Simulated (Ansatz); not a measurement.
Al(F)(GeH3)(Me) (CH₆AlFGe), SMILES [CH3][Al]([F])[GeH3].

Geometry optimised at PBE0-D3(BJ)/def2-SVP. The structure was generated by enumeration; whether it is a known compound was not checked.

Two levels are set side by side: PBE/def2-SVPD (Ansatz, a quantum-chemistry and plane-wave program) and PBE0/def2-SVPD (Ansatz). Energy differences of separate SCF runs at the same geometry; the states with an electron removed or added have multiplicity 2 and 2. Differences are taken from unrounded values.

```
quantity                           PBE0   PBE  PBE minus PBE0
---------------------------------  ----  ----  --------------
vertical ionisation energy (eV)    9.59  9.34           -0.25
vertical singlet–triplet gap (eV)  4.27  4.04           -0.22
```
